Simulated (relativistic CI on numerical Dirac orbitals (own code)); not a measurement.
Xe2+: sensitivity of the levels to the model

Base calculation: Dirac-Coulomb-Breit CI, separate exchange-only KLI orbitals for each configuration, QED by a radiative potential, valence Slater integrals scaled by 0.85, P86 correlation energy added to each configuration.

CI space (outside the closed core [Kr] 4d10): 5s2 5p4, 5s 5p5, 5s2 5p3 5d, 5p6, 5s2 5p3 5f, 5s2 5p3 6s, 5s 5p4 5d, 5s2 5p3 6p, 5s2 5p3 7s, 5s2 5p3 6d, 5s2 5p3 4f, 5s2 5p3 7p, 5s 5p4 5f, 5s2 5p2 5d2, 5s2 5p 5d3, 5s2 5p 5d2 5f, 5s2 5p 5d2 6s, 5s 5p2 5d3, 5s2 5p 5d2 6p. Double excitations out of closed p, d and f shells are left out; levels of such configurations are missing from the list, as are those of other unlisted configurations, and high levels can miss mixing partners. These lack a partner that the ground configuration has and come out too high: 5s2 5p3 7s, 5s2 5p3 6d, 5s2 5p3 4f, 5s2 5p3 7p, 5s 5p4 5f.

The lowest level and the first level of each name with at least 55 % of one term (blank where a level has no safe partner in the second run):

```tsv
Level	Base (cm⁻¹)	Shift (cm⁻¹)
5s2 5p4 3P_2	0.0	0.0
5s2 5p4 3P_0	7910.9	-409.4
5s2 5p4 3P_1	9578.7	+177.1
5s2 5p4 1D_2	16949.5	-658.0
5s2 5p4 1S_0	35054.6	-1704.4
5s 5p5 3P°_2	104630.6	+1748.6
5s 5p5 3P°_1	109900.4	+1550.2
5s2 5p3 5d 5D°_3	117516.2	+750.5
5s2 5p3 5d 5D°_2	117895.5	+774.4
5s2 5p3 5d 5D°_4	117908.9	+796.4
5s2 5p3 5d 5D°_1	118492.4	+926.2
5s2 5p3 5d 5D°_0	118921.5	+1016.6
5s2 5p3 6s 5S°_2	128433.7	+12.3
5s2 5p3 5d 3D°_3	128599.8	-220.2
5s2 5p3 5d 3D°_1	129644.4	-239.8
5s2 5p3 5d 3F°_2	132305.0	-471.5
5s2 5p3 6s 3S°_1	133344.2	-696.4
5s2 5p3 5d 3F°_3	133699.6	-559.4
5s2 5p3 5d 1S°_0	134806.3	-1035.3
5s2 5p3 5d 3G°_3	136197.8	-1333.6
5s2 5p3 5d 3G°_5	139688.2	-1064.2
5s2 5p3 5d 1G°_4	141087.8	-1355.3
```

Correlation outside the listed configurations is missing or only estimated: errors of thousands of cm⁻¹ between configurations and terms are usual at this charge. Rates and lifetimes follow the computed energies and can be off by large factors. The fine structure of a lone outer electron comes out too small, for d and f at times inverted, and misplaced configurations move strength between like terms. 37 of the 69 excited levels that our extract of the measured tables holds in this range could be paired (the sources list more); they are missed by 6628 cm⁻¹ on average and 13070 at most, and levels without a partner can miss by more.

(1) One thing was changed in a second run, which moved the levels as shown. Which?
A. no correlation estimate
B. configuration mixing switched off
C. QED terms removed
D. Breit term removed
E. non-relativistic limit
F. valence Slater integrals scaled by 0.75

Results:

(1) F. Valence Slater integrals scaled by 0.75. Scaling acts on the splittings between terms and on the mixing, and leaves the fine structure of pure LS terms nearly alone; in jj coupling it moves the levels of one term differently.

LS names give the leading component of a level, which can be under half, so a name can repeat, a term be missing and a line seem to break the LS rules.
